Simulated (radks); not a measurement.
C4+, configuration 1s1 2p1 (not the ground configuration).

All-electron calculation, Dirac Kohn-Sham, LDA (Slater exchange, VWN5 correlation), spin-unpolarised, spherical densities, finite nucleus; open shells fill j = l - 1/2 first; Fermi nuclear charge, rms radius 2.4702 fm. Program: a radial shooting solver on a logarithmic mesh with Libxc functionals.

Energy parts (eV):
total: -561.638
kinetic: 559.785
electron-nucleus: -1169.414
Hartree: 96.466
exchange-correlation: -48.475

Orbitals (lengths in bohr, moments of r in powers of bohr):
orbital	occ.	eigenvalue (eV)	<1/r>
1s1/2	1	-405.2009	5.879
2s1/2	0	-80.8079	1.312
2p1/2	1	-75.3339	1.284
2p3/2	0	-75.2978	1.283
3p1/2	0	-29.6899	0.5410
3p3/2	0	-29.6800	0.5407

The highest occupied level is 2p1/2 at -75.334 eV. The configuration is held as typed, so some empty levels lie below it. The electron density at the nucleus is 67.04 e/bohr^3. Summed over all electrons, <r^2> = 1.261 bohr^2, which gives a Langevin (diamagnetic) susceptibility term of -0.999 x 10^-6 cm^3/mol. The density falls to 0.001 e/bohr^3 at r = 2.15 bohr.
